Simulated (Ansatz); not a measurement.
System: sum formula H$_{5}$BSiO$_{6}$, charge 0, multiplicity 1. 
Coordinates optimised at B3LYP-D3(BJ)/def2-TZVP (Ansatz, a program for electronic structure):
SMILES: OB(O)O[Si](O)(O)O
```xyz
13

O     -1.8848    -0.6501     0.9789
B     -1.7122     0.1975    -0.1062
O     -2.7374     0.8332    -0.7531
O     -0.4533     0.4007    -0.5600
Si     1.0429    -0.0491    -0.0345
O      0.9139    -1.4211     0.8315
O      2.0201    -0.2442    -1.3246
O      1.6967     1.1267     0.8835
H     -2.7837    -0.7704     1.2934
H     -3.6208     0.6663    -0.4171
H      0.0567    -1.5507     1.2545
H      1.7650    -0.8790    -1.9979
H      2.1011     1.8712     0.4318
```
Charge 0, spin multiplicity 1.

Computed values are from Ansatz. Cores are frozen in the correlated levels unless marked. UHF or UKS for open shells. Spin-orbit coupling is left out. Non-relativistic. Basis-set limits of correlation are two-point, X^-3; Hartree-Fock from the larger set.

Problem. What is the T1 diagnostic at CCSD/cc-pV(Q+d)Z?

Solution. 0.011.

Problem. What is the total energy at CCSD(T)/CBS(cc-pV(T+d)Z,cc-pV(Q+d)Z)?

Solution. -768.3015 Eh.

Problem. What is the atomisation energy De at CCSD(T)/CBS(cc-pV(T+d)Z,cc-pV(Q+d)Z)?

Solution. 5873.4 kJ/mol.

Problem. What is the dipole moment at CCSD(T)/aug-cc-pV(D+d)Z?

Solution. 4.02 D.
